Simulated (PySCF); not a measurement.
Gas-phase reaction: 2 HfCl3OH + 2 HO2 = 2 HfO2 + 2 H2O + 3 Cl2, at 1600 K and a standard pressure of 1 bar. Level: MP2/def2-SVP†.

Computed with PySCF and rigid-rotor harmonic-oscillator thermochemistry at 1 bar. † marks an energy on the PBE0/def2-TZVP geometry and frequencies. MP2 freezes the core. Open shells (unrestricted): HO2 (multiplicity 2); the rest are closed-shell singlets. Hf: scalar-relativistic def2 core potential, no spin-orbit coupling. HfCl3OH: computed as isolated molecules; such fragments, hydroxides, amides, oligomers or adducts are transient or little studied in the gas. MP2 isn't extrapolated to the basis-set limit; its ΔH°(298 K) is 1155.3 kJ in def2-SVP and 1045.9 kJ in def2-TZVPP. The harmonic model lacks anharmonicity and excited electronic states, which grow with temperature; levels with a mode under 35 cm⁻¹ are left out. Soft modes under 120 cm⁻¹ make the harmonic entropy rough for HfCl3OH.

```json
[
 {"species": "HfCl3OH", "E (Ha)": "-1502.05631", "H(1600 K) − E (kJ/mol)": "225.9", "S°(1600 K) (J/mol/K)": "592.8"},
 {"species": "HO2", "E (Ha)": "-150.39223", "H(1600 K) − E (kJ/mol)": "106.4", "S°(1600 K) (J/mol/K)": "300.2"},
 {"species": "HfO2", "E (Ha)": "-197.67645", "H(1600 K) − E (kJ/mol)": "94.6", "S°(1600 K) (J/mol/K)": "364.8"},
 {"species": "H2O", "E (Ha)": "-76.16208", "H(1600 K) − E (kJ/mol)": "118.4", "S°(1600 K) (J/mol/K)": "252.7"},
 {"species": "Cl2", "E (Ha)": "-918.92540", "H(1600 K) − E (kJ/mol)": "60.2", "S°(1600 K) (J/mol/K)": "283.5"}
]
```
E: electronic energy; H − E holds the zero-point and thermal terms. 1 Ha = 2625.5 kJ/mol.

### Question
Work out ΔH°, ΔS°, ΔG° and log10 K from these numbers.

### Answer
1. ΔE = 2×(-197.67645) + 2×(-76.16208) + 3×(-918.92540) − 2×(-1502.05631) − 2×(-150.39223) = 0.44382 Ha = 1165.2 kJ.
2. Δ(H − E) = 2×(94.6) + 2×(118.4) + 3×(60.2) − 2×(225.9) − 2×(106.4) = -58.0 kJ, so ΔH° = 1107.2 kJ.
3. ΔS° = 2×(364.8) + 2×(252.7) + 3×(283.5) − 2×(592.8) − 2×(300.2) = 299.5 J/K; the number of gas molecules changes by +3.
4. ΔG° = ΔH° − TΔS° = 1107.2 − 1600×(299.5)/1000 = 628.0 kJ.
5. log10 K = −ΔG°/(RT ln 10) = -20.50, with RT ln 10 = 30.63 kJ/mol; at standard pressures the reactants are favoured.
6. A shift of 10 kJ in ΔE would move log10 K by 0.33 here.
For scale, ΔH°(298 K) is 1155 kJ at this level, 1220 kJ at ωB97M-V/def2-TZVP†, and runs from 1032 to 1543 kJ over the 17 levels computed.
